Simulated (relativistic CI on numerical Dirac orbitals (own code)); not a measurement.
**Level scheme of Tm29+**

Calculated at this level of theory: Dirac-Coulomb-Breit CI, orbitals from a KLI potential per configuration, model QED (radiative potential, 1s self-energy scaled to tabulated hydrogen-like ionisation energies), unscaled Slater integrals (own radial code, finite nucleus).

CI space (outside the closed core [Ar] 3d10): 4s2 4p6 4d4, 4s2 4p5 4d5, 4s2 4p6 4d3 4f, 4s 4p6 4d5, 4s 4p6 4d4 4f, 4s2 4p6 4d3 5s, 4s2 4p6 4d3 5d, 4s2 4p6 4d3 6s, 4p6 4d6, 4p5 4d7, 4s2 4p6 4d2 5s2, 4s2 4p6 4d 4f 5s2, 4s 4p6 4d2 4f 5s2, 4s2 4p6 4d 5s2 5d, 4p6 4d5 5s, 4p5 4d6 5s. Double excitations out of closed p, d and f shells are left out; levels of such configurations are missing from the list, as are those of other unlisted configurations, and high levels can miss mixing partners.

The lowest level is 4s2 4p6 4d4 3P_0, with 55 % of that term; Hund's rules for 4s2 4p6 4d4 give 5D with J = 0, of which the calculation keeps J, while another term leads.

```
No.  Configuration  Term  J  E (cm⁻¹)   %  Next component (%)  Landé g
  1    4s2 4p6 4d4    3P  0         0  55               35 5D         
  2    4s2 4p6 4d4    5D  1     70337  67               33 3P    1.497
  3    4s2 4p6 4d4    5D  2    104162  62               11 3F    1.332
  4    4s2 4p6 4d4    3F  4    109117  31               21 3H    1.114
  5    4s2 4p6 4d4    5D  3    117150  40               25 3F    1.234
  6    4s2 4p6 4d4    5D  0    169149  60               20 1S         
  7    4s2 4p6 4d4    5D  4    178240  42               40 3H    1.157
  8    4s2 4p6 4d4    3F  2    180935  32               28 5D    1.095
  9    4s2 4p6 4d4    3G  3    184443  46               39 5D    1.085
 10    4s2 4p6 4d4    3H  5    199008  69               31 3G    1.082
 11    4s2 4p6 4d4    3P  1    205289  51               31 3D    1.181
 12    4s2 4p6 4d4    3H  6    209453  54               46 1I    1.087
 13    4s2 4p6 4d4    3G  4    220987  60               35 1G    1.032
 14    4s2 4p6 4d4    3F  3    222399  43               32 3D    1.126
 15    4s2 4p6 4d4    3D  2    224271  38               29 3P    1.113
 16    4s2 4p6 4d4    3F  2    259688  41               31 3P    1.023
 17    4s2 4p6 4d4    3F  4    263058  49               27 5D    1.226
 18    4s2 4p6 4d4    3F  3    284318  47               19 5D    1.138
 19    4s2 4p6 4d4    3F  4    292121  37               36 1G    1.106
 20    4s2 4p6 4d4    3D  1    298385  63               23 3P    0.864
 21    4s2 4p6 4d4    3G  5    300499  69               31 3H    1.146
 22    4s2 4p6 4d4    3P  2    301427  53               23 1D    1.271
 23    4s2 4p6 4d4    1I  6    305649  54               46 3H    1.073
 24    4s2 4p6 4d4    3P  0    318378  52               47 1S         
 25    4s2 4p6 4d4    3F  2    326777  56               36 3P    1.018
 26    4s2 4p6 4d4    1F  3    331325  40               34 3D    1.088
 27    4s2 4p6 4d4    1S  0    370578  58               39 3P         
 28    4s2 4p6 4d4    3F  3    371217  68               29 1F    1.062
 29    4s2 4p6 4d4    3P  1    371871  93                5 3D    1.447
 30    4s2 4p6 4d4    1G  4    377650  76               17 3F    1.035
 31    4s2 4p6 4d4    1D  2    385262  63               24 3P    1.098
 32    4s2 4p6 4d4    3F  4    407255  51               21 1G    1.160
 33    4s2 4p6 4d4    1D  2    446937  55               19 3D    1.025
 34    4s2 4p6 4d4    1S  0    524296  65               34 3P         
 35    4s2 4p5 4d5   7P°  4   1169747  44              33 5D°    1.546
 36    4s2 4p5 4d5   3P°  2   1206041  23              21 5P°    1.407
 37    4s2 4p5 4d5   5P°  3   1225846  36              28 7P°    1.572
 38    4s2 4p5 4d5   7P°  4   1245676  33              17 3F°    1.351
 39    4s2 4p5 4d5   3D°  1   1267003  30              25 5F°    0.583
 40    4s2 4p5 4d5   3F°  3   1269611  22              21 5G°    1.226
 41    4s2 4p5 4d5   5F°  5   1274623  37              34 5G°    1.279
 42    4s2 4p5 4d5   5G°  6   1278401  50              23 3H°    1.239
 43    4s2 4p5 4d5   3F°  2   1279408  22              19 5P°    1.108
 44    4s2 4p5 4d5   5P°  1   1280167  57              22 3P°    1.960
 45    4s2 4p5 4d5   5D°  3   1285075  36              24 5F°    1.333
 46    4s2 4p5 4d5   3F°  4   1291085  36              27 5G°    1.177
 47    4s2 4p5 4d5   3P°  2   1298647  20              19 5D°    1.434
 48    4s2 4p5 4d5   5H°  7   1301462  56              33 3I°    1.208
 49    4s2 4p5 4d5   5F°  4   1309328  20              18 3F°    1.147
 50    4s2 4p5 4d5   3F°  3   1318330  32              12 3D°    1.204
 51    4s2 4p5 4d5   3G°  5   1318458  22              20 5G°    1.166
 52    4s2 4p5 4d5   3H°  5   1334012  28              27 3G°    1.158
 53    4s2 4p5 4d5   5F°  2   1335232  25              17 5P°    1.303
 54    4s2 4p5 4d5   3F°  4   1335399  23              22 5F°    1.236
 55    4s2 4p5 4d5   3H°  6   1336228  43              21 5G°    1.175
 56    4s2 4p5 4d5   3D°  1   1342122  35              20 3P°    0.889
 57    4s2 4p5 4d5   5D°  0   1342580  53              23 3P°         
 58    4s2 4p5 4d5   3F°  4   1346071  24              23 5D°    1.259
 59    4s2 4p5 4d5   3D°  2   1346679  27              19 3F°    1.124
 60    4s2 4p5 4d5   5F°  3   1352653  34              11 3G°    1.163
 61    4s2 4p5 4d5   5D°  1   1353011  21              20 5F°    1.064
 62    4s2 4p5 4d5   3F°  2   1354799  24              18 3D°    1.088
 63    4s2 4p5 4d5   5F°  5   1357032  33              16 5H°    1.197
 64    4s2 4p5 4d5   3F°  2   1371104  21              14 5F°    1.079
 65    4s2 4p5 4d5   3H°  6   1371847  37              26 3I°    1.143
 66    4s2 4p5 4d5   3F°  4   1372269  17              14 3G°    1.088
 67    4s2 4p5 4d5   3D°  3   1374313  33              17 5G°    1.176
 68    4s2 4p5 4d5   5D°  3   1378899  16              11 3D°    1.279
 69    4s2 4p5 4d5   5P°  1   1379631  18              17 1P°    1.228
 70    4s2 4p5 4d5   3F°  4   1386255  23              19 3H°    1.198
```

Energies count from the lowest computed level; ° marks odd parity.

The mean weight of the leading LS term, summed over parents, in these 70 levels is 42 %, and that of the leading jj configuration (from the same eigenvectors) 77 %, so jj coupling describes them better and the LS labels are nominal.

At this charge energies of transitions that change n are usually good to better than 1 %, and those within a shell (Δn = 0) to a few per cent. Terms inside the open d or f shell come out 10 to 20 % too wide with unscaled integrals.

LS names give the leading component of a level, which can be under half, so a name can repeat, a term be missing and a line seem to break the LS rules.
